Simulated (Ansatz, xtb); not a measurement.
C4H8Cl2O: 3 structures ranked

3 gas-phase structures of C4H8Cl2O, from a drawn sample of its isomers (lower ones may exist). Each was relaxed with GFN2-xTB; where two conformers were screened, the lower at r2SCAN-D4/def2-SVP is listed:

A. `COCCC(Cl)Cl`, a singlet
B. `CO[C@H](C)C(Cl)Cl`, a singlet
C. `COC(CCl)CCl`, a singlet

Question: Which do you expect lowest at r2SCAN-D4/def2-SVP, and how would the others follow?

Answer: Calculated order at r2SCAN-D4/def2-SVP: C (0.0), B (0.6), A (0.8) kcal/mol. Less than 1 kcal/mol parts C and B; B and A, so the order within those pairs means little.

Energies above the lowest of each column, in kcal/mol; the last columns are at B3LYP-D3(BJ)/def2-SVP geometries:

```json
{"structure": "C", "GFN2-xTB": "1.4", "HF/STO-3G": "0.0", "r2SCAN-D4/def2-SVP": "0.0", "B3LYP-D3(BJ)/def2-SVP": "0.0", "CCSD(T)/def2-SVP + ΔMP2/def2-TZVPP": "0.0"}
{"structure": "B", "GFN2-xTB": "0.1", "HF/STO-3G": "4.3", "r2SCAN-D4/def2-SVP": "0.6", "B3LYP-D3(BJ)/def2-SVP": "1.3", "CCSD(T)/def2-SVP + ΔMP2/def2-TZVPP": "1.6"}
{"structure": "A", "GFN2-xTB": "0.0", "HF/STO-3G": "1.7", "r2SCAN-D4/def2-SVP": "0.8", "B3LYP-D3(BJ)/def2-SVP": "1.2", "CCSD(T)/def2-SVP + ΔMP2/def2-TZVPP": "1.5"}
```

CCSD(T)/def2-SVP + ΔMP2/def2-TZVPP puts C lowest; GFN2-xTB picks A. CCSD(T)/def2-SVP + ΔMP2/def2-TZVPP orders those it was run on as C (0.0), A (1.5), B (1.6) kcal/mol. Less than 1 kcal/mol parts A and B, so the order within that pair means little. Flexible structures stand in one conformer each, not always the lowest. ΔMP2 is the change of the MP2 energy from the smaller to the larger basis.

Programs: Ansatz 0.2.0, xtb 6.7.1.
